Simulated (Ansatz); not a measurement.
Species: C₃H₇O, charge 1, multiplicity 1. It need not be the lowest isomer of its formula. 
Structure (B3LYP-D3(BJ)/def2-TZVP (Ansatz, an electronic-structure program) minimum search):
```xyz
11

C      1.6909    -0.4614    -0.5355
C      0.8494     0.2250     0.2384
C     -0.4666     0.6347    -0.2527
O     -1.5545    -0.2666     0.5350
H      1.4301    -0.7590    -1.5450
H      2.6820    -0.7252    -0.1907
H      1.1315     0.5423     1.2351
H     -0.6559     0.4243    -1.3010
H     -0.8014     1.6218     0.0510
H     -1.3139    -1.2124     0.5277
H     -2.4780    -0.1483     0.2422
```
Charge +1, spin multiplicity 1.

Parts of the frozen-core correlation energy in cc-pwCVTZ (Ansatz, hartree). Frozen orbitals: 4; correlated occupied orbitals by spin: 12 and 12; virtual: 254 and 254. No spin-orbit coupling. Non-relativistic.

```csv
term,value
reference (HF),-192.31597
MP2 opposite-spin,-0.57378
MP2 same-spin,[?]
CCSD correlation,[?]
(T),[?]
T1 diagnostic,0.011
largest doubles amplitude,0.053
```

Question: Complete the blanks.

Answer: 
- MP2 same-spin, value: -0.17085
- CCSD correlation, value: -0.77747
- (T), value: -0.03172
